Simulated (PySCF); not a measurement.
Species: C₅H₃ClO₂.
SMILES with atom numbers: `[O:1]=[C:2]([Cl:3])[c:4]1[cH:5][cH:6][cH:7][o:8]1` (hydrogens: H9 on C5; H10 on C6; H11 on C7)

Cartesian coordinates in Å at the PBE0-D3(BJ)/def2-SVP level; atoms count from 1:
```
atom  x, y, z in Å
O1     2.683    0.336    0.964
C2     1.993    0.416   -0.003
Cl3    2.647    0.915   -1.578
C4     0.567    0.127   -0.030
C5    -0.249   -0.276    1.000
C6    -1.543   -0.426    0.437
C7    -1.408   -0.105   -0.888
O8    -0.146    0.228   -1.173
H9     0.067   -0.435    2.029
H10   -2.457   -0.732    0.941
H11   -2.111   -0.074   -1.717
```

Method: core-valence-separated Tamm–Dancoff BHandHLYP/aug-pcX-1 (pcseg-1 on H, def2-SVPD on Cl) in PySCF, non-relativistic, gas phase, PBE0-D3(BJ)/def2-SVP geometry. The energies are unshifted.

The lowest roots of each edge with f over 0.003 (five at most, numbered afresh; weaker and dark ones are left out), with transition dipoles (au) in the frame of the coordinates:

| root | edge | E (eV) | μx | μy | μz |
| --- | --- | --- | --- | --- | --- |
| 1 | C | 282.72 | -0.0179 | 0.0846 | 0.0186 |
| 2 | C | 283.78 | 0.0176 | -0.0828 | -0.0183 |
| 3 | C | 284.01 | -0.0196 | 0.0915 | 0.0201 |
| 4 | C | 284.38 | 0.0131 | -0.0627 | -0.0138 |
| 5 | C | 284.69 | -0.0210 | 0.1019 | 0.0235 |
| 6 | O | 528.83 | -0.0116 | 0.0558 | 0.0129 |
| 7 | O | 532.29 | -0.0097 | 0.0453 | 0.0100 |
| 8 | O | 533.82 | -0.0146 | -0.0092 | 0.0268 |
| 9 | O | 536.08 | 0.0028 | -0.0153 | -0.0044 |

Task: What are the oscillator strengths?

Result: f = (2/3) ΔE |μ|², with ΔE in hartree (27.2114 eV):

```
root  ΔE (Eh)  |μ|² (au)      f  core hole on
   1  10.3898   0.007824  0.054            C5
   2  10.4287   0.007500  0.052            C6
   3  10.4372   0.009160  0.064            C7
   4  10.4506   0.004293  0.030            C4
   5  10.4623   0.011377  0.079            C2
   6  19.4340   0.003415  0.044            O1
   7  19.5613   0.002246  0.029            O8
   8  19.6176   0.001016  0.013            O1
   9  19.7005   0.000261  0.003            O8
```

Task: What is the unit vector of the normal of the molecular plane, and which share of each root's |μ|² lies along it?

Result: (0.20, -0.96, -0.21), up to sign.

```tsv
root	core hole on	share along it	final orbital under reflection in the plane
1	C5	1.00	odd
2	C6	1.00	odd
3	C7	1.00	odd
4	C4	1.00	odd
5	C2	1.00	odd
6	O1	1.00	odd
7	O8	1.00	odd
8	O1	0.00	even
9	O8	1.00	odd
```

The 1s orbitals of atoms in the plane are even under the reflection, so light polarised along the normal reaches odd orbitals alone (the out-of-plane π set) and light polarised in the plane even ones.

Task: For fixed molecules, how does the intensity of root 1 change when the electric field is turned 20° away from the normal of the molecular plane?

Result: Intensity goes as (E·μ)², and μ lies along that direction, so it falls to cos²20° = 0.88 of its maximum; it vanishes at 90°.

Task: Molecules are fixed in this frame and the field points along (1, 0, −1)/√2. What effective strengths 3 f cos²θ do the roots have (θ between field and μ)?

Result: root 1 (C5): 0.014, root 2 (C6): 0.013, root 3 (C7): 0.016, root 4 (C4): 0.008, root 5 (C2): 0.021, root 6 (O1): 0.012, root 7 (O8): 0.008, root 8 (O1): 0.034, root 9 (O8): 0.001. Root 8 is the strongest. Averaged over all orientations cos²θ is 1/3, which gives f back.

One conformer stands for the species.
